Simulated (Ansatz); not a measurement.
One change: `FB[SiH2]Cl` becomes `N[SiH2]BF`.

Ansatz, PBE0-D4/def2-TZVP geometries, multiplicity 1. Each molecule was computed in one conformer, which needn't be the lowest.

| property | `FB[SiH2]Cl` |
| --- | --- |
| size of the dipole moment (PBE/def2-TZVPP) / D | 1.55 |
| zero-point energy (PBE0-D4/def2-TZVP) / kJ/mol | 88.3 |
| size of the dipole moment (B3LYP/def2-TZVPP) / D | 1.70 |
| HOMO–LUMO gap (PBE/def2-TZVPP) / eV | 3.88 |
| LUMO energy (PBE0/def2-TZVPP) / eV | -2.00 |
| LUMO energy (ωB97M-V/def2-TZVPP) / eV | 0.02 |

Problem. Give the same properties after the change, and the shifts. (An estimate is asked.)

Solution. Computed: 
```csv
property,`N[SiH2]BF`,shift
size of the dipole moment (PBE/def2-TZVPP) / D,1.80,0.25
zero-point energy (PBE0-D4/def2-TZVP) / kJ/mol,151.6,63.3
size of the dipole moment (B3LYP/def2-TZVPP) / D,1.90,0.20
HOMO–LUMO gap (PBE/def2-TZVPP) / eV,3.41,-0.47
LUMO energy (PBE0/def2-TZVPP) / eV,-1.57,0.43
LUMO energy (ωB97M-V/def2-TZVPP) / eV,0.43,0.41
```

With PBE0 the HOMO rises by 0.81 eV and the LUMO rises by 0.43 eV, so the gap narrows by about 0.38 eV. PBE moves the HOMO by 0.89 eV and ωB97M-V by 0.66 eV. The zero-point energy changes by 63.3 kJ/mol with +6 modes. Dipoles are sizes alone; their direction can turn.

B3LYP here is the variant with VWN-RPA as its local correlation; programs differ in this.
